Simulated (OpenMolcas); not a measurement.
Ir3+ (d6) among equal point charges was computed by CASSCF with the d shell active (OpenMolcas, ANO-RCC-VDZP on the metal). Its lowest spin-free states, and all those of the highest spin:

| 2S+1 | Degeneracy | E (cm-1) |
| --- | --- | --- |
| 5 | 2 | 0.0 |
| 5 | 1 | 1312 |
| 3 | 2 | 10863 |
| 5 | 2 | 11098 |
| 3 | 1 | 11154 |
| 1 | 1 | 11287 |
| 3 | 1 | 14301 |
| 3 | 2 | 14701 |
| 3 | 1 | 18264 |
| 1 | 2 | 18706 |
| 1 | 1 | 19174 |
| 3 | 2 | 19288 |

**Question.** Is the site octahedral, tetrahedral or cube-like, axial, or of lower symmetry?

**Answer.** The states with 2S+1 = 5 have orbital degeneracies 2, 1, 2. There are pairs but no triples, so the site is axial: not cubic, but with a proper or improper axis of order three or more. The run had Ir3+ among 6 point charges of -1.7 e arranged as a trigonal antiprism (D3d), 2.04 Å from the ion, with a polar angle of 53.1° against the regular 54.74°.

An orbital doublet at a regular site is open to a Jahn-Teller distortion, which this geometry leaves out. Without dynamic correlation the repulsion within the d shell is too large (B by tens of per cent), so at a given field states of lower spin stand too high. This shell can be high or low spin here, a state of another spin lies low, and with metal d orbitals alone active their balance is uncertain, so the ground spin may be wrong. Point charges give a weaker field than real ligands, and real ions of this kind are as a rule low spin; the high spin found here belongs to the model. Point charges carry no covalency, so the field is a model and not that of real ligands. No measured value stands beside these numbers.
